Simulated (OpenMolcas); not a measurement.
**Nb IV: from CASSCF to CASPT2**

```
Program             : OpenMolcas 26.06
Basis               : ANO-RCC-VQZP [8s7p5d3f2g1h]
Scalar Hamiltonian  : DKH2, point nucleus
Active space        : 2 electrons in 10 orbitals (4d 5d)
State averaging     : 2S+1 = 3 even, 10 roots; 2S+1 = 1 even, 15 roots
Spin-orbit coupling : RASSI with atomic mean-field integrals over the reference wave functions, term energies averaged over their components
```

Methods on the same reference wave functions:
A. CASSCF
B. SS-CASPT2, IPEA 0.25 Eh, imaginary shift 0.1 Eh (closed shells correlated: 4s 4p)

Energies in cm-1 above 4d2 3F2.

```json
{"Level": "4d2 3F2", "A": "0.0", "B": "0.0"}
{"Level": "4d2 3F3", "A": "1038", "B": "1072"}
{"Level": "4d2 3F4", "A": "2280", "B": "2310"}
{"Level": "4d2 1D2", "A": "10907", "B": "7920"}
{"Level": "4d2 3P0", "A": "12022", "B": "10330"}
{"Level": "4d2 3P1", "A": "12419", "B": "10750"}
{"Level": "4d2 3P2", "A": "13426", "B": "11610"}
{"Level": "4d2 1G4", "A": "16466", "B": "14360"}
{"Level": "4d2 1S0", "A": "38558", "B": "32030"}
```

From A to B the spin-free energies of the other terms of 4d2 shown, above 3F, scale by factors of 0.68 to 0.86.

The lowest spin-free term lies below A's lowest term by 0.285 hartree in B.

Term energies are means over components that CASPT2 splits; among the terms shown or strongly mixed into the levels shown the widest spread is 560 cm-1 (4d2 1G, B). Active for correlation alone: 5d; no level in the range computed is led by a configuration that fills it, so any true level of that kind is missing. Without dynamic correlation excited terms often stand tens of per cent too high (terms of higher spin than the ground term too low), and those without a measured partner can miss by more than the paired ones (holds for A). Only configurations of the active space appear.
